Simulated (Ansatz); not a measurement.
AlH7O2Si2 can be A, `O[SiH]([SiH3])[O][AlH2]`, or B, `[SiH3][O][AlH][O][SiH3]`.

Computed with Ansatz on PBE0-D4/def2-TZVP structures; ΔE is electronic, products minus reactants. CCSD(T)/CBS adds triple-zeta CCSD(T) − MP2 to the extrapolated MP2 energy (def2 sets, frozen cores). DFT in def2-TZVPP. B3LYP here is the variant with VWN-RPA as its local correlation; programs differ in this. Each species was taken in one conformer, which may not be the lowest.

Problem. Which isomer does CCSD(T)/CBS put lower? Give the gap. (An estimate is asked.)

Solution. The calculation gave: B, by 36.1 kcal/mol.

Problem. Give E(B) − E(A) in kcal/mol with MP2/def2-TZVPP, HF/def2-TZVPP, B2PLYP, ωB97M-V, PBE0-D4, CCSD/def2-TZVPP, B3LYP. (Estimate.)

Solution. Computed: MP2/def2-TZVPP -38.6, HF/def2-TZVPP -42.5, B2PLYP -37.8, ωB97M-V -36.0, PBE0-D4 -31.4, CCSD/def2-TZVPP -37.4, B3LYP -36.7. None reverses the order clearly.

Problem. Does the order hold for the free energy at 298.15 K (harmonic terms from PBE0-D4)? (Best estimate.)

Solution. The calculation gave: Yes: G(B) − G(A) = -37.1 kcal/mol, for one conformer each. Modes under 60 cm⁻¹, often nearly free rotors, make the harmonic entropy too high.

Largest T1 diagnostic: 0.013.

At CCSD(T), def2-SVP lies −2.0 kcal/mol from the extrapolated value and def2-TZVPP −0.4 kcal/mol. In def2-TZVPP, CCSD(T) changes the Hartree–Fock value by +6.0 kcal/mol (the triples alone add +1.0 kcal/mol) and MP2 by +3.8 kcal/mol.
